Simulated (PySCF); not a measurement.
SiF2Cl, SMILES F[Si](F)Cl, multiplicity 2. Atoms are numbered in the order given.

```xyz
4

Si    -0.4349    -0.4192     0.0000
F     -1.1418     0.2410     1.2961
F     -1.1418     0.2410    -1.2961
Cl     1.5671     0.0901     0.0000
```
Charge 0, spin multiplicity 2.

The structure is a stationary point at B3LYP-D3(BJ)/def2-SVP.

Calculation: PySCF with B3LYP/pcH-1.

Unrestricted Kohn–Sham, ⟨S²⟩ = 0.751. Hyperfine tensors hold the contact and dipolar terms, without spin-orbit corrections.

Question: Estimate the hyperfine couplings. (An estimate is asked for; the answer gives what the named calculation found.)

Answer: 
```csv
nucleus,A(iso) (MHz),A(iso) (G),dipolar principal values (MHz)
29Si no. 1,-1353.9,-483.1,"-117.2, 57.9, 59.3"
19F no. 2,298.4,106.5,"-150.4, -143.2, 293.6"
19F no. 3,298.4,106.5,"-150.4, -143.2, 293.6"
35Cl no. 4,39.0,13.9,"-28.8, -28.5, 57.3"
```

Question: And the g tensor (effective nuclear charges for spin-orbit coupling, GIAO)? (Estimate from the structure and the level; the computed values follow.)

Answer: principal values 1.9998, 2.0017, 2.0022; isotropic 2.0013.
